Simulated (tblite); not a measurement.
C5H7FNO3S (charge -1).
Structure used (GFN2-xTB), in Å, numbered top down from 1:
```
atom  x, y, z in Å
C1     1.3779    1.0729   -0.1576
C2     0.8236   -0.2593   -0.6713
C3     1.7777   -1.3095   -0.4388
N4     2.5475   -2.1278   -0.2093
C5    -0.5257   -0.5923   -0.0396
C6    -0.5952   -0.6164    1.4626
F7    -0.9577   -1.8074   -0.5523
S8    -1.7499    0.6758   -0.6677
O9    -1.4301    0.8045   -2.0820
O10   -3.0542    0.1138   -0.3767
O11   -1.4406    1.8749    0.1114
H12    1.7651    0.9654    0.8548
H13    2.1822    1.4221   -0.8024
H14    0.5627    1.7947   -0.1576
H15    0.6172   -0.1765   -1.7470
H16   -1.5830   -0.9791    1.7392
H17    0.1708   -1.2556    1.9064
H18   -0.4970    0.4060    1.8164
```

Calculated harmonic vibrations of the isolated species, GFN2-xTB (tblite), most abundant isotopes, no scaling. The method is semi-empirical: single wavenumbers can be off by several per cent or more. One conformer, not necessarily the lowest.

Harmonic wavenumbers (cm⁻¹): 51.8, 67.8, 114.8, 150.7, 168.3, 186.6, 205.5, 253.7, 265.7, 271.3, 299.6, 316.5, 387.5, 428.3, 473.0, 491.0, 501.6, 564.8, 573.2, 701.9, 824.6, 918.3, 945.2, 987.0, 1032.0, 1072.5, 1088.7, 1109.2, 1141.6, 1152.5, 1183.1, 1232.9, 1253.0, 1271.2, 1376.5, 1397.3, 1456.3, 1477.2, 1484.5, 1497.6, 2383.4, 2906.8, 2970.0, 3017.4, 3022.0, 3028.4, 3039.8, 3053.2.

A = 1766, B = 768.9, C = 700.3 MHz; mass 180.013 u (most abundant isotopes); point group C1, symmetry number 1.

Question: Zero-point energy?

Answer: Half the sum of the wavenumbers: 26898 cm⁻¹ = 321.77 kJ/mol.

Question: Entropy at 400 K, 1 bar (ideal gas, RRHO, classical rotation)?

Answer: Translation 179.73, rotation 130.04, vibration 199.67: S = 509.4 J/(mol K).

Question: And Cp and H(400 K) − H(0)?

Answer: Cp = 224.23 J/(mol K), of which vibrations give 190.97 (their classical limit is 48 R = 399.1); H(400 K) − H(0) = 54.95 kJ/mol without the zero-point energy, 41.65 from vibrations.

Question: Blend soft modes into free rotors: weight 1/[1 + (100 cm⁻¹/ν̃)⁴] for the oscillator and the rest for a rotor with moment μB/(μ + B), μ = h/(8π²ν), B = 10⁻⁴⁴ kg m². What vibrational entropy results?

Answer: 187.60 J/(mol K) in place of 199.67, which changes −T·S at 400 K by +4.83 kJ/mol.

Question: Which modes carry the vibrational entropy at 400 K?

Answer: 51.8 cm⁻¹: 22.30; 67.8 cm⁻¹: 20.07; 114.8 cm⁻¹: 15.73; 150.7 cm⁻¹: 13.51; 168.3 cm⁻¹: 12.61; 186.6 cm⁻¹: 11.78 J/(mol K); the other 42 give 103.68 together.

Question: What must be added to the electronic energy to get the Gibbs energy at 400 K and 1 bar?

Answer: ZPE + [H(400 K) − H(0)] − T·S = 321.77 + 54.95 − 203.78 = 172.94 kJ/mol.

Question: How do the functions run with temperature in this model?

Answer: 
```
 T (K)  S (J/(mol K))  Cp (J/(mol K))  H − H(0) (kJ/mol)  G − H(0) (kJ/mol)  ln q(vib)
    50          253.2            56.4               2.09             -10.57       0.48
   100          303.0            90.9               5.79             -24.51       1.77
298.15          449.3           186.2              34.00             -99.95       8.24
373.15          494.2           214.8              49.05            -135.35      10.65
   500          562.9           255.4              78.98            -202.49      14.56
   750          677.7           310.0             150.23            -358.08      21.65
  1000          772.0           344.3             232.32            -539.65      27.98
```

q(vib) and H(0) count from the zero-point level.

Hindered rotation and anharmonicity are outside this model. Other conformers, if any are populated, would add a mixing term that is left out. The structure is chiral; the term R ln 2 for an equal mix with its mirror image is left out.
